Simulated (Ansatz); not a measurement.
C3H3N, SMILES `[H]/N=C\C#C` (charge 0, multiplicity 1).

Level of theory: BLYP/cc-pVTZ // B3LYP-D3(BJ)/def2-TZVP run with Ansatz (a program for electronic structure).

Ansatz 0.2 input:
```yaml
crystal:
  periodic: [false, false, false]
  atoms:
    - { symbol: C, position_ang: [1.750211, 0.011297, 0.197794] }
    - { symbol: C, position_ang: [0.56435, -0.179149, 0.247608] }
    - { symbol: C, position_ang: [-0.845765, -0.418838, 0.308141] }
    - { symbol: N, position_ang: [-1.760669, 0.46271, 0.247102] }
    - { symbol: H, position_ang: [2.797358, 0.188117, 0.152964] }
    - { symbol: H, position_ang: [-1.146102, -1.461349, 0.416942] }
    - { symbol: H, position_ang: [-1.359379, 1.397216, 0.146047] }
basis:
  gaussian: { orbitals: cc-pVTZ }
hamiltonian:
  xc: blyp
```

Output:

```
Functional definition: BLYP
847 factors; their error is unknown
mean field evaluation 1: about -4637.4652 eV, gradient 6.7e1 eV
mean field evaluation 2: about -4623.4522 eV, gradient 9.8e1 eV
mean field evaluation 4: about -4647.1984 eV, gradient 8.9e0 eV
mean field evaluation 8: about -4647.3834 eV, gradient 9.0e-2 eV
mean field evaluation 16: about -4647.3657 eV, gradient 3.4e-5 eV
mean field -4647.36567608 eV, -170.7875384984 hartree, gradient 3.4e-5 eV, S^2 0.000000; 0 other end points of the search recorded, 0 dependent functions left out
reference -4647.36596037 eV, -170.7875489458 hartree; 14, 14 occupied and 148, 148 virtual orbitals, 847 factors
Total energy: -4647.36596037 eV, -170.7875489458 hartree
```
